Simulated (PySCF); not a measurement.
## Radial density of Ar⁺ (argon, charge +1)

BP86, [Ne] 3s2 3p5, 2P determinant. Calculation: PySCF 2.14, in cc-pV(T+d)Z; the non-relativistic Hamiltonian (point nucleus).

| r (bohr) | 4πr²ρ (e/bohr) | 4πr²(ρα − ρβ) |
| --- | --- | --- |
| 0.00174 | 0.1365 | 0.0000 |
| 0.00292 | 0.3703 | 0.0000 |
| 0.00491 | 0.9750 | 0.0000 |
| 0.00826 | 2.446 | 0.0001 |
| 0.0139 | 5.653 | 0.0002 |
| 0.0234 | 11.40 | 0.0008 |
| 0.0393 | 18.33 | 0.0040 |
| 0.0661 | 20.65 | 0.0192 |
| 0.111 | 15.71 | 0.0714 |
| 0.187 | 16.35 | 0.1576 |
| 0.315 | 20.88 | 0.1193 |
| 0.529 | 9.736 | 0.0087 |
| 0.890 | 4.627 | 0.5018 |
| 1.50 | 4.715 | 0.6814 |
| 2.52 | 0.9536 | 0.1416 |
| 4.24 | 0.03200 | 0.0040 |
